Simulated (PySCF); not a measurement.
All values below come from PBE-D3(BJ)/def2-TZVP // BP86-D3(BJ)/def2-SVP in PySCF. Isolated molecules, 0 K electronic values unless said otherwise. One relaxed conformer stands for a flexible species; it need not be the lowest. 

Reference species: [Sc(Cl)(NH2)2] (neutral, multiplicity 1).

```
Item                  Result
-------------------  -------
HOMO–LUMO gap        3.42 eV
coordination number        3
```

Changed species: [Sc(NH2)3] (3 of 3 Cl replaced by NH2; the reference has 2 of 3 Cl replaced by NH2).

### Question
Predict the effect on the HOMO–LUMO gap and coordination number.

### Answer
the HOMO–LUMO gap falls by 0.03 eV, to 3.39 eV; the coordination number stays essentially unchanged.
